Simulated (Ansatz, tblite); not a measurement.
Forces on Nb2O2⁺ at its r2SCAN-D4/def2-TZVP geometry. The state is a doublet with charge 1.

In the def2 sets Nb takes a core potential; there is no spin–orbit coupling. The xTB rows come from tblite. The structure holds 1 bond(s) between oxygen atoms. Another isomer (doublet) lies 3.09 eV lower at PBE0-D4/def2-TZVP; other spin states weren't run for this one.

GFN1-xTB (tblite), largest force 29.83 eV/Å:

```xyz
4
positions Å, forces eV/Å
Nb    0.317   -1.304    0.217   11.433  -18.067   20.799
Nb   -0.509    0.060   -1.259  -11.231   19.372  -19.706
O     0.757    0.739    0.260   -3.570   -1.266    0.827
O    -0.564    0.505    0.783    3.368   -0.038   -1.920
```

GFN2-xTB (tblite), largest force 29.31 eV/Å:

```
Nb 10.951 -19.518 18.933
Nb -11.303 17.243 -20.838
O -3.397 0.505 2.367
O 3.749 1.770 -0.462
```

PBE-D4/def2-TZVP (Ansatz), largest force 0.66 eV/Å:

```
Nb 0.214 -0.550 0.295
Nb -0.261 0.238 -0.554
O 0.260 0.198 0.035
O -0.213 0.114 0.223
```
